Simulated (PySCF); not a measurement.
## He (helium, neutral) across methods

1s2, closed-shell 1S. All numbers are calculated (PySCF 2.14, no relativity, point nucleus, in dyall-av2z (7s2p, 13 functions)).

| method | E (hartree) | mean ε 1s (eV) | Σ⟨r²⟩ (bohr²) | ⟨S²⟩ |
| --- | --- | --- | --- | --- |
| r2SCAN0 | -2.9030 | -18.770 | 2.419 | 0.000 |
| TPSS | -2.9091 | -16.294 | 2.436 | 0.000 |
| r2SCAN | -2.9045 | -16.537 | 2.442 | 0.000 |
| LDA | -2.8344 | -15.522 | 2.575 | 0.000 |
| PBE0 | -2.8947 | -18.220 | 2.461 | 0.000 |
| BHandHLYP | -2.9053 | -20.834 | 2.432 | 0.000 |
| PBE | -2.8925 | -15.763 | 2.511 | 0.000 |
| HSE06 | -2.8960 | -17.816 | 2.459 | 0.000 |
| UHF | -2.86118 | -24.977 | 2.374 | 0.000 |
